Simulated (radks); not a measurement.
Ti3+, configuration [Ar] 4d1 (not the ground configuration). Method: scalar-relativistic Kohn-Sham, exchange-only LDA, spin-polarised, spherical densities, finite nucleus; open shells are filled with parallel spins first; Fermi nuclear charge, rms radius 3.5921 fm; computed with a radial shooting solver on a logarithmic mesh with Libxc functionals.

Normalised radial functions P(r) = r R(r), r in bohr:

r	3s up
0.00229	0.0519
0.002624	0.0589
0.003006	0.0668
0.003444	0.0756
0.003946	0.0855
0.004521	0.0965
0.005179	0.1087
0.005934	0.1222
0.006798	0.1370
0.007788	0.1532
0.008923	0.1706
0.01022	0.1893
0.01171	0.2090
0.01342	0.2295
0.01537	0.2504
0.01761	0.2711
0.02018	0.2909
0.02312	0.3087
0.02649	0.3234
0.03035	0.3334
0.03477	0.3369
0.03983	0.3319
0.04563	0.3162
0.05228	0.2875
0.0599	0.2438
0.06862	0.1835
0.07862	0.1058
0.09007	0.0115
0.1032	-0.0971
0.1182	-0.2151
0.1355	-0.3349
0.1552	-0.4464
0.1764	-0.5322
0.2021	-0.5899
0.2315	-0.5992
0.2652	-0.5484
0.3039	-0.4309
0.3482	-0.2473
0.3989	-0.0077
0.457	0.2676
0.5236	0.5497
0.5998	0.8049
0.6872	1.0005
0.7873	1.1111
0.902	1.1251
1.033	1.0477
1.184	0.8996
1.356	0.7115
1.554	0.5161
1.78	0.3412
2.04	0.2040
2.337	0.1092
2.677	0.0517
3.068	0.0213
3.514	0.0075
4.026	0.0022
4.613	0.0005
5.285	0.0001
6.055	0.0000
6.937	0.0000
7.948	0.0000
9.106	0.0000
10.43	0.0000
11.95	0.0000

3s up: eigenvalue -103.02 eV, 2 radial nodes at r = 0.0915, 0.400 bohr, <r> = 0.980 bohr, 90 % of the charge inside 1.46 bohr.
